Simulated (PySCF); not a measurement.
Isomers of C2H7NSi2. Method used: PBE0-D3(BJ)/def2-SVP geometry optimisation, gas phase in PySCF 2.14.0. Energies are electronic, without zero-point or thermal terms, for one conformer each. No frequencies were run at this level. Point groups hold within 0.08 Å.

Problem. Rank from lowest to highest electronic energy at this level (kcal/mol).
A. `[N:1]#[C:2][CH2:3][SiH2:4][SiH3:5]` with C2–C3–Si4–Si5 -55°
B. `[NH2:1][SiH2:2][C:3]#[C:4][SiH3:5]` with H–N1–Si2–C3 70° and -70°

Solution. A (0.0), B (8.3).

As drawn, the lower has a C≡N group and an Si–Si bond, which the higher lacks; the higher has a C≡C bond and an N–H bond, which the lower lacks.

```tsv
SMILES	E (Eh)	E rel (kcal/mol)	dipole (D)	point group	A, B, C (MHz)
N#CC[SiH2][SiH3]	-713.45711	0.0	3.62	C1	4251, 1834, 1395
N[SiH2]C#C[SiH3]	-713.44381	8.3	1.43	Cs	12613, 929.0, 887.9
```

Problem. How do the relative energies change in single points at wB97X-D/pcSseg-2 (no added dispersion term) on the same geometries?

Solution. 
```json
{"SMILES": "N#CC[SiH2][SiH3]", "PBE0-D3(BJ)/def2-SVP (kcal/mol)": "0.0", "wB97X-D/pcSseg-2 (kcal/mol)": "1.2", "shift": "+1.2"}
{"SMILES": "N[SiH2]C#C[SiH3]", "PBE0-D3(BJ)/def2-SVP (kcal/mol)": "8.3", "wB97X-D/pcSseg-2 (kcal/mol)": "0.0", "shift": "-8.3"}
```

Each column counts from its own lowest isomer. N[SiH2]C#C[SiH3] becomes the lowest; the largest shift is 8.3 kcal/mol.

Problem. As an exercise, what shares would exp(−E/RT) give at 2000 K from these electronic energies alone (no entropy, no degeneracies)?

Solution. RT = 3.974 kcal/mol: N#CC[SiH2][SiH3] 89.1 %, N[SiH2]C#C[SiH3] 10.9 %.
